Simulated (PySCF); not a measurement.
Run record: excited-state job, `CC[Se][C@H](F)C(F)F`.

Method: TDDFT CAM-B3LYP/def2-SVPD, vertical, gas phase, core orbitals frozen in the response (PySCF 2.14.0, density-fitted response routines). Geometry: GFN2-xTB. The input is one job of a driver script: a line of settings, then coordinates in Å.

Input:
```
{"job": {"kind": "uv", "xc": "CAM-B3LYP", "basis": "def2-SVPD", "nstates": 8, "ntriplets": 3}, "charge": 0, "multiplicity": 1}
C     -2.832408    -0.008205     0.175516
C     -1.446274    -0.240616    -0.391744
Se    -0.073727     0.566613     0.787728
C      1.463210    -0.045262    -0.293448
F      1.376395    -1.394536    -0.477208
C      2.746176     0.276256     0.457319
F      3.802257     0.337139    -0.381377
F      2.642546     1.495110     1.033512
H     -3.577762    -0.456155    -0.478519
H     -2.921885    -0.456187     1.163489
H     -3.039761     1.057267     0.261127
H     -1.336479     0.222549    -1.374459
H     -1.217628    -1.304485    -0.458542
H      1.448527     0.425310    -1.284631
H      2.962401    -0.466809     1.239325
```

Output:
```
coarse grid: 61256 points
cycle   1  E = -2856.9271542507  dE =  7.986e-02  |g| = 8.589e-01  |ddm| = 4.929e+00
cycle   2  E = -2856.8563013243  dE =  7.085e-02  |g| = 1.126e+00  |ddm| = 1.719e+00
cycle   3  E = -2857.0684277559  dE = -2.121e-01  |g| = 6.912e-02  |ddm| = 9.156e-01
cycle   4  E = -2857.0692105534  dE = -7.828e-04  |g| = 2.608e-02  |ddm| = 1.161e-01
cycle   5  E = -2857.0693495886  dE = -1.390e-04  |g| = 9.622e-03  |ddm| = 3.844e-02
cycle   6  E = -2857.0693669927  dE = -1.740e-05  |g| = 2.638e-03  |ddm| = 1.255e-02
cycle   7  E = -2857.0693684652  dE = -1.473e-06  |g| = 6.867e-04  |ddm| = 3.752e-03
final grid: 130328 points
cycle   8  E = -2857.0693700015  dE = -9.931e-08  |g| = 7.811e-04  |ddm| = 3.650e-03
cycle   9  E = -2857.0693699576  dE =  4.390e-08  |g| = 9.931e-04  |ddm| = 1.395e-03
cycle  10  E = -2857.0693701138  dE = -1.562e-07  |g| = 6.071e-05  |ddm| = 7.219e-04
cycle  11  E = -2857.0693701150  dE = -1.252e-09  |g| = 2.142e-05  |ddm| = 1.179e-04
cycle  12  E = -2857.0693701154  dE = -3.793e-10  |g| = 8.582e-06  |ddm| = 9.213e-05
converged SCF energy = -2857.0693701154

Static polarisability (au): isotropic 81.293, principal 66.976 74.721 102.183

Singlet excitations
state   eV       nm        f      main configurations
  1   4.7672    260.1   0.00010   H->L 0.84
  2   5.9593    208.1   0.00717   H->L+1 0.73, H->L+2 0.10
  3   6.4077    193.5   0.05323   H->L+2 0.77, H->L+1 0.12
  4   6.9098    179.4   0.05187   H->L+3 0.78
  5   7.1239    174.0   0.00352   H->L+5 0.29, H->L+4 0.29, H->L+7 0.13
  6   7.2876    170.1   0.01530   H->L+6 0.60, H->L+3 0.14, H->L+4 0.11
  7   7.4573    166.3   0.01566   H->L+4 0.39, H->L+5 0.29
  8   7.6007    163.1   0.10259   H-1->L 0.70

Triplet excitations (Tamm-Dancoff, eV): 4.2367 5.2888 6.1909
```

The SCF starts on a coarse grid where the log names one; the energy can jump when the final grid takes over, and dE then counts from the start density on the new grid. H and L stand for HOMO and LUMO; the number after each pair is its weight.

Question: Give S1 in cm⁻¹ and kJ/mol.

Answer: 4.7672 eV × 8065.54 = 38450 cm⁻¹; × 96.485 = 460.0 kJ/mol.

Question: Which computed singlet has the largest oscillator strength, and what do all of them sum to?

Answer: State 8 at 7.60 eV (163 nm), f = 0.103; the 8 states sum to 0.249.

Main results: HOMO -8.03 eV, LUMO 0.58 eV; lowest singlet 4.77 eV; lowest triplet 4.24 eV (Tamm–Dancoff); mean polarisability 81.3 au.

 The CAM-B3LYP/def2-SVPD calculation is non-relativistic and has no spin–orbit coupling, an omission that weighs most on selenium.

The run took 67 s of wall time on an Arm Neoverse V2 with one thread, on a shared host.

One conformer stands for the species.
Labels such as C1 count atoms from 1, the log's own numbers from 0.
